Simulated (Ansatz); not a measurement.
Ti(Me)(H)3 (CH6Ti), SMILES [CH3][TiH3], multiplicity 1. Atoms are numbered in the order given.

```xyz
8

Ti     0.0000     0.0000     0.4617
C      0.0000     0.0000    -1.5748
H      0.8958    -0.5172    -1.9339
H      0.0000     1.0344    -1.9340
H     -0.8958    -0.5172    -1.9340
H      1.4102     0.8142     0.9728
H     -1.4102     0.8142     0.9728
H      0.0000    -1.6283     0.9728
```

Geometry: B3LYP-D3(BJ)/def2-TZVP. The multiplicity is an assumed one; no other spin state was optimised. The structure was generated by enumeration; whether it is a known compound was not checked.

Two levels are set side by side: PBE-D3(BJ)/def2-TZVP (Ansatz, a program for electronic structure) and B3LYP-D3(BJ)/def2-TZVP (Ansatz). Each level has its own optimised geometry; the coordinates shown are those of the second. Differences are taken from unrounded values.

| quantity | B3LYP-D3(BJ) |
|---|---|
| mean bond length (Å) | 1.492 |
| bond Ti1–C2 (Å) | 2.036 |
| bond Ti1–H6 (Å) | 1.707 |
| bond Ti1–H7 (Å) | 1.707 |
| bond Ti1–H8 (Å) | 1.707 |
| bond C2–H3 (Å) | 1.095 |
| bond C2–H4 (Å) | 1.095 |
| bond C2–H5 (Å) | 1.095 |

Problem. What does PBE-D3(BJ) give, and how far is it from B3LYP-D3(BJ)? (Estimate from the structure and the level; the computed values follow.)

Solution. 
```tsv
quantity	PBE-D3(BJ)	PBE-D3(BJ) minus B3LYP-D3(BJ)
mean bond length (Å)	1.501	0.009
bond Ti1–C2 (Å)	2.035	-0.002
bond Ti1–H6 (Å)	1.720	0.013
bond Ti1–H7 (Å)	1.720	0.013
bond Ti1–H8 (Å)	1.720	0.013
bond C2–H3 (Å)	1.103	0.008
bond C2–H4 (Å)	1.103	0.008
bond C2–H5 (Å)	1.103	0.008
```

GGA bonds tend to be longer and softer than those of functionals with exact exchange. Differences between two approximate levels are no errors against the true value.
